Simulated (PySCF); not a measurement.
A GIAO shielding run with PySCF (density fitting, non-relativistic, gas phase) on `S=C(O[SiH2]C(=C)OCC)C`, C6H12O2SSi:

```
$ OMP_NUM_THREADS=1 python probes_run.py task.json out

{"job": {"kind": "nmr", "xc": "PBE0", "basis": "pcSseg-1"}, "charge": 0, "multiplicity": 1}
C     -1.120018    -2.283835     1.314791
C     -0.356229    -1.227447     1.056285
O     -0.700850    -0.160916     0.274372
C     -1.933163    -0.189952    -0.421756
C     -2.005519     1.049365    -1.299190
Si     1.413253    -0.965567     1.688321
O      2.322920    -0.497004     0.408401
C      2.415400     0.533891    -0.409859
C      1.853323     1.835651     0.048289
S      3.135315     0.347064    -1.855156
H     -0.740130    -3.063814     1.947235
H     -2.118028    -2.417596     0.933857
H     -1.984985    -1.098372    -1.036396
H     -2.764118    -0.204792     0.296848
H     -2.926515     1.039623    -1.874883
H     -1.981278     1.946887    -0.686272
H     -1.159502     1.070414    -1.981581
H      2.088594    -2.199429     2.047679
H      1.422557     0.061945     2.732696
H      2.325943     2.131000     0.985144
H      2.016386     2.601288    -0.703868
H      0.786234     1.710984     0.232134
```

Hardware: 1 thread of an Arm Neoverse N1, shared host. The job also computes population analyses, field gradients.

(1) How large is the calculation?

(2) How long does it take, and how much memory does it need?

Answers

(1) 94 electrons, 244 basis functions and 1310 auxiliary functions.

(2) 2.1 min of wall time, with 14 SCF cycles and 5 response iterations; peak memory 1.1 GiB. Times on a shared host scatter by some tens of per cent.
